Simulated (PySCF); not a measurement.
An unknown is described by computed data only.

Formula: C3H8BNO3.

| Property | Result |
| --- | --- |
| UV, first state | lowest singlet excitation: 5.36 eV (231 nm, f = 0.001) [TDDFT CAM-B3LYP/def2-SVPD] |
| Dipole | 2.23 D [CAM-B3LYP/def2-SVPD] |
| Valence photoelectron | vertical ionisation energy: 10.09 eV [ΔSCF CAM-B3LYP/def2-SVPD] |
| Polarisability | 70.6 au [CAM-B3LYP/def2-SVPD] |
| Rotational structure | rotational constants A, B, C: 3.372, 1.375, 0.989 GHz [PBE0-D3(BJ)/def2-SVP] |
| Couplings | largest of the computed one-bond spin–spin couplings (means over like bonds): 13C–1H +195.9, 13C–1H +149.2 (×6), 15N–1H -80.5, 15N–11B -36.4, 17O–13C +28.4, 17O–11B -23.1 (×2), 17O–13C +15.0 (×2), 15N–13C -14.3 Hz [B3LYP/pcJ-1, spin–dipole term left out for some pairs] |
| Triplet | lowest triplet excitation (Tamm–Dancoff): 4.87 eV [TDA CAM-B3LYP/def2-SVPD] |
| 1H NMR | chemical shifts (computed TMS as zero) by class: 7.90 (1 H), 4.65 (1 H), 4.08 (6 H) ppm [GIAO CAM-B3LYP/pcSseg-1] |
| 13C NMR | chemical shifts (computed TMS as zero) by class: 168.1 (1 C), 54.1 (2 C) ppm [GIAO CAM-B3LYP/pcSseg-1] |

Gas-phase values; electronic properties from PySCF, density fitting. Levels stand in brackets. Geometry: PBE0-D3(BJ)/def2-SVP, one conformer, isolated molecule. Each NMR value is the plain mean over a class of atoms that symmetry, rotation or inversion makes alike.

Question: What is the compound? Reason from the data.

Answer: Numbering: `[CH3:1][O:2][B:3]([NH:4][CH:5]=[O:6])[O:7][CH3:8]`. 3 carbons fall into 2 classes; from least to most shielded: amide carbonyl carbon [C5] (168.1 ppm), methoxy carbon [C1/C8] (54.1 ppm, 2 C, up to 3.9 ppm apart in this geometry). Hydrogen classes from least to most shielded: 1 H on an amide carbonyl carbon, C5 (7.90 ppm), 1 H on an amide nitrogen, N4 (4.65 ppm), 6 H on 2 methoxy carbons, C1/C8 (4.08 ppm, a mean of values up to 3.0 ppm apart in this geometry). The couplings run between: +195.9 Hz, amide carbonyl carbon [C5] and its hydrogen; +149.2 Hz, methoxy carbon [C1] and its hydrogen (with 5 like pairs); -80.5 Hz, amide nitrogen [N4] and its hydrogen; -36.4 Hz, amide nitrogen [N4] and three-coordinate boron [B3]; +28.4 Hz, amide oxygen [O6] and amide carbonyl carbon [C5]; -23.1 Hz, boron-bound oxygen [O2] and three-coordinate boron [B3] (with 1 like pair); +15.0 Hz, boron-bound oxygen [O2] and methoxy carbon [C1] (with 1 like pair); -14.3 Hz, amide nitrogen [N4] and amide carbonyl carbon [C5]. The first electron is taken from the HOMO, whose largest Löwdin shares are 0.62 on the amide oxygen, 0.12 on the amide carbonyl carbon, 0.07 on the formyl hydrogen and 0.06 on the amide nitrogen. By its constants the optimised geometry is an asymmetric top. Structure: `COB(NC=O)OC`. The assignments are read from this structure; whether some other isomer fits the data as well wasn't checked.

Shape of the structure used: `[CH3:1][O:2][B:3]([NH:4][CH:5]=[O:6])[O:7][CH3:8]`: C1–O2–B3–N4 1°, O2–B3–N4–C5 4°, B3–N4–C5–O6 -2°, O2–B3–O7–C8 0°.
